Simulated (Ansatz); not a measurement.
`CC(C)OB(S)Cl`. Total charge 0; spin multiplicity 1. Geometry: relaxed with PBE0-D4/def2-TZVP. It is one conformer, not always the lowest.

```xyz
15

C     0.874   -0.127    1.379
C     0.037    0.509    0.292
C    -1.300    1.006    0.787
O    -0.224   -0.469   -0.726
B     0.541   -0.689   -1.801
S     0.118   -1.979   -2.993
Cl    2.007    0.248   -2.147
H     1.831   -0.471    0.983
H     0.347   -0.980    1.814
H     1.074    0.597    2.173
H     0.594    1.335   -0.162
H    -1.874    0.186    1.225
H    -1.880    1.437   -0.031
H    -1.157    1.774    1.550
H    -0.988   -2.378   -2.343
```

(1) What is the dipole moment at ωB97M-V/def2-TZVPP? (An estimate is asked.)

(2) And with PBE, r2SCAN, B3LYP? (Estimate.)

(3) Give the Mulliken charges with ωB97M-V, B3LYP, PBE in def2-TZVPP. (An estimate is asked.)

Results:

(1) The calculation gave: 2.59 D, with components (-1.05, 0.76, 2.24) D in this frame, pointing from negative to positive charge.

(2) Computed: PBE 2.56 D, r2SCAN 2.65 D, B3LYP 2.58 D.

(3) The calculation gave: 
| atom | ωB97M-V | B3LYP | PBE |
| --- | --- | --- | --- |
| C1 | -0.28 | -0.25 | -0.24 |
| C2 | 0.06 | 0.19 | 0.17 |
| C3 | -0.29 | -0.24 | -0.24 |
| O4 | -0.26 | -0.28 | -0.21 |
| B5 | 0.23 | 0.29 | 0.23 |
| S6 | -0.15 | -0.18 | -0.18 |
| Cl7 | -0.15 | -0.19 | -0.18 |
| H8 | 0.11 | 0.09 | 0.09 |
| H9 | 0.11 | 0.08 | 0.08 |
| H10 | 0.10 | 0.08 | 0.08 |
| H11 | 0.08 | 0.05 | 0.04 |
| H12 | 0.11 | 0.08 | 0.08 |
| H13 | 0.11 | 0.09 | 0.09 |
| H14 | 0.10 | 0.08 | 0.08 |
| H15 | 0.11 | 0.11 | 0.11 |

B3LYP here is the variant with VWN-RPA as its local correlation; programs differ in this.
